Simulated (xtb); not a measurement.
Al(CF3)(F)(OMe) (C2H3AlF4O), SMILES C[O][Al]([F])[C](F)(F)F. All values are semi-empirical tight-binding results from xtb (GFN2-xTB unless named), good for trends rather than for accurate numbers. Geometry optimised at GFN2-xTB. One conformer was computed; it need not be the lowest.

A frequency run showed that this geometry is not a minimum.

For metal compounds this method's bond lengths and energies can be far off.

Problem. Estimate the properties. (The exact figures need the calculation; the answer reports its results.)

Solution. 
| Item | Result |
|---|---|
| orbital gap | 3.85 eV |
